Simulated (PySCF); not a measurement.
A calculated (PBE0, PySCF 2.14, dyall-acv3z, scalar relativity by spin-free X2C-1e) atom or ion has these occupied shells.

```csv
shell,electrons,orbital energy (eV),"rms radius, mean of both spins (bohr)"
1s,2,-2148.0,0.120
2s,2,-220.65,0.563
2p,6,-168.96,0.540
3s,2,-46.952,1.79
```

Task: Name the element and its charge.

Result: P³⁺ (phosphorus, charge +3), in [Ne] 3s2, closed-shell 1S.
